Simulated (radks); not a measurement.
Spherical quantum dot in the effective-mass picture: electrons in a well V = -V0 / (1 + exp((r - R)/a)) with V0 = 27.4, R = 2.13, a = 0.2, all in effective atomic units (hartree* = m*/eps^2 hartree, bohr* = eps/m* bohr), one dielectric constant everywhere. Calculated with a radial shooting solver with Libxc functionals: non-relativistic Kohn-Sham, PBE, spin-polarised, spherical densities. Levels are named by radial order and angular momentum (1s, 1p, 1d, 2s, ...), and open shells are averaged over m. Results are scaled to m* = 0.199 and eps = 16.1, for which hartree* = 20.89 meV and bohr* = 4.281 nm. At N = 29 the configuration is 1s2 1p6 1d10 2s(up 1, down 0) 1f(up 7, down 3). Does electron 30 go into 1f down or 2s down or 1g up?

Answer. Into 1f down. The total energies of the other choices lie higher by 1.72 meV (2s down), 35.3 meV (1g up).
